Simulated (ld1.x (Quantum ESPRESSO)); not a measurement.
## Which change was made? (O, TM)

```
Element                 : oxygen
Generator               : ld1.x (Quantum ESPRESSO) 7.5
Type                    : norm-conserving Troullier–Martins (Kleinman–Bylander form)
Functional              : LDA (PZ)
Relativity              : non-relativistic
Frozen core             : [He]
Valence charge          : 6
Reference configuration : 2s2 2p3.5 (charge +0.5)
Partial waves           : 2p (bound): rc 1.25 bohr; 3d channel at -0.15 Ry: rc 1.10 bohr; 2s (bound): rc 0.90 bohr
Local potential         : the s channel
Core correction         : Bessel-smoothed model core, default radius (core density twice the valence density)
```

Cutoffs, loose and tight: the cutoffs (Ry, on a coarse ladder) from which the occupation-weighted sum of valence levels, in a spherical-Bessel basis at the reference potential, stays within 10 and 1 mRy of its value at 400 Ry. They do not see the model core or the augmentation charge, which bear on the density cutoff. Test errors are all-electron minus pseudo excitation energies from the reference, over the configurations 2s2 2p4; 2s2 2p3; 2s2 2p2; 2s0 2p6; 2s1 2p4; 2s2 2p4.3; 2s2 2p0 (two spin-polarised tests are not counted in the largest error); variants that change the core or the reference have their own tests.

The base gives: outcome: generated; cutoff, loose: 90 Ry; cutoff, tight: 180 Ry; bound ghosts: none; largest test error (meV): +1011.

(1) After one change the result is: outcome: generated; cutoff, loose: 100 Ry; cutoff, tight: 180 Ry; bound ghosts: none; largest test error (meV): +797. Which change was it?
A. all radii but the core radius scaled by about 0.95 (s 0.86, p 1.20, d 1.04 bohr)
B. all radii but the core radius scaled by about 1.12 (s 1.00, p 1.40, d 1.24 bohr)
C. all radii but the core radius scaled by about 1.25 (s 1.12, p 1.56, d 1.38 bohr)
D. all radii but the core radius scaled by about 0.82 (s 0.74, p 1.02, d 0.90 bohr)

## Answers

(1) A. The others give: all radii but the core radius scaled by about 1.25 (s 1.12, p 1.56, d 1.38 bohr) → outcome: generated; cutoff, loose: 60 Ry; cutoff, tight: 120 Ry; bound ghosts: none; largest test error (meV): +2627 | all radii but the core radius scaled by about 0.82 (s 0.74, p 1.02, d 0.90 bohr) → outcome: generated; cutoff, loose: 120 Ry; cutoff, tight: 200 Ry; bound ghosts: none; largest test error (meV): +372 | all radii but the core radius scaled by about 1.12 (s 1.00, p 1.40, d 1.24 bohr) → outcome: generated; cutoff, loose: 70 Ry; cutoff, tight: 140 Ry; bound ghosts: none; largest test error (meV): +1735.
